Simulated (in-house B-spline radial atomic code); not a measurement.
Si³⁺ is squeezed into an impenetrable sphere of radius R (the orbitals vanish at R). No spin polarisation. Computed with a B-spline radial code for spherical atoms: non-relativistic Hartree-Fock, average of configuration, point nucleus.

Energies in eV above the free ion in [Ne] 3s1:

```
R (bohr)  highest level (eV)  [Ne] 3s1  [He] 2s2 2p5 3s1 3d1  [He] 2s1 2p6 3s1 3p1  -dE/dV in [Ne] 3s1 (GPa)
    9.37               -44.7         0                 120.9                 159.9                  3.53e-07
    5.76               -44.7  0.005138                   121                 159.9                    0.0365
    5.24               -44.6   0.02083                 121.1                 159.9                     0.172
    4.38               -44.5    0.1844                 121.8                 160.2                      2.01
    3.85                 -44    0.6424                 123.2                 161.1                      8.52
    3.27               -42.4     2.322                   127                 164.2                      40.3
    2.69               -36.8     7.945                 137.8                 174.7                       199
    2.35               -28.5     16.34                 152.4                 190.4                       547
    1.61                  40     92.43                 265.3                 325.7                      8180
    1.51                63.6     121.5                 304.5                   373                     12900
```

Q: Does [He] 2s2 2p5 3s1 3d1 fall below [Ne] 3s1 under compression?

A: No, it stays above over the whole range.

Q: Does [He] 2s1 2p6 3s1 3p1 fall below [Ne] 3s1 under compression?

A: No, it stays above over the whole range.

The highest level is first positive in the row R = 1.61 bohr, pushed up by confinement above the zero of the free ion's potential. Each configuration is held fixed and needn't be the lowest in the sphere.
